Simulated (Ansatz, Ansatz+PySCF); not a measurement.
| atom | x (Å) | y (Å) | z (Å) |
| --- | --- | --- | --- |
| C | 0.0000 | 0.7050 | 0.0000 |
| C | -1.4100 | 0.7050 | 0.0000 |
| C | -1.4100 | -0.7050 | 0.0000 |
| C | 0.0000 | -0.7050 | 0.0000 |
| C | 0.9970 | 1.7020 | 0.0000 |
| C | 2.4070 | 1.7020 | 0.0000 |
| C | 3.4040 | 0.7050 | 0.0000 |
| C | 3.4040 | -0.7050 | 0.0000 |
| C | 2.4070 | -1.7020 | 0.0000 |
| C | 0.9970 | -1.7020 | 0.0000 |
| H | -2.1772 | 1.4722 | 0.0000 |
| H | -2.1772 | -1.4722 | 0.0000 |
| H | 0.5818 | 2.7044 | 0.0000 |
| H | 2.8222 | 2.7044 | 0.0000 |
| H | 4.4065 | 1.1202 | 0.0000 |
| H | 4.4065 | -1.1202 | 0.0000 |
| H | 2.8222 | -2.7044 | 0.0000 |
| H | 0.5818 | -2.7044 | 0.0000 |

Basis set: def2-SVP (spherical functions). Charge 0, multiplicity 3.

Computed with Ansatz (development build ahead of 0.2.0); each method stands on the lowest determinant of its kind that the runs found. Restricted functionals stand beside restricted open-shell atoms, which can lie above the unrestricted atoms usual in DFT and then raise those values.

Task: Give the atomization energy at this shape (free ground-state atoms in the same class of orbitals less the molecule, no zero-point energy) of triplet C₁₀H₈ by ωB97X (restricted open-shell), PBE0 (unrestricted), PBE0 (restricted open-shell), UHF, ROHF.

Result:

```csv
method,atomization energy
ωB97X (restricted open-shell),89.84 eV
PBE0 (unrestricted),91.28 eV
PBE0 (restricted open-shell),91.63 eV
UHF,66.40 eV
ROHF,66.67 eV
```

Caution: another spin multiplicity may lie lower; the shape is not the minimum. Caution for ωB97X (restricted open-shell): no unrestricted run beside it, a lower state can exist. Caution for UHF: the unrestricted determinant is spin contaminated. Caution for ROHF: an unrestricted determinant lies well below.
